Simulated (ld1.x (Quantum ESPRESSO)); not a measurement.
Zn: excitation energies, all-electron against TM

Zn (Z = 30), norm-conserving Troullier–Martins (Kleinman–Bylander form), made with ld1.x (Quantum ESPRESSO) 7.5 (revPBE, scalar-relativistic). Core [Ar], reference 3d10 4s2 4p0. Waves: 4s (bound): rc 1.60 bohr; 3d (bound): rc 1.35 bohr; 4p (bound, empty): rc 2.70 bohr. Local part: the p channel. Core correction: a·sin(br)/r model core, default radius (core density twice the valence density).

Energies are relative to the spin-unpolarised reference configuration 3d10 4s2 4p0; without spin polarisation the order of configurations can differ from experiment. Not all tests gave a result: 3 of 7 tests not solved or not reliable. Left out of the table: 3d10 4s1 4p0 (solver errors, printed error -11 meV); 3d10 4s0 4p0 (solver errors, printed error -45 meV); 3d9 4s0 4p0 (solver errors, printed error -530 meV).

```json
{"valence configuration": "3d9 4s2 4p0", "charge": "+1", "ΔE all-electron (eV)": "17.834", "error AE − PS (meV)": "-517"}
{"valence configuration": "3d10 4s0 4p1", "charge": "+1", "ΔE all-electron (eV)": "16.062", "error AE − PS (meV)": "-8.4"}
{"valence configuration": "3d10 4s1.5 4p0", "charge": "+0.5", "ΔE all-electron (eV)": "3.893", "error AE − PS (meV)": "-2.6"}
```

(1) What are ΔE and the potential's error for 3d9 4s2 4p1?

Levels in the configuration 3d10 4s0 4p1:

```tsv
level	all-electron (eV)	pseudo (eV)
3d	-21.461	-21.409
4p	-8.560	-8.572
```

Note: ghost state, extra bound levels that the all-electron valence spectrum of the same l lacks: s at -383.0 eV. A true bound ghost makes a file unfit for plane-wave use.

Answers

(1) ΔE = 12.239 eV all-electron; the error (AE − PS) is -516 meV.
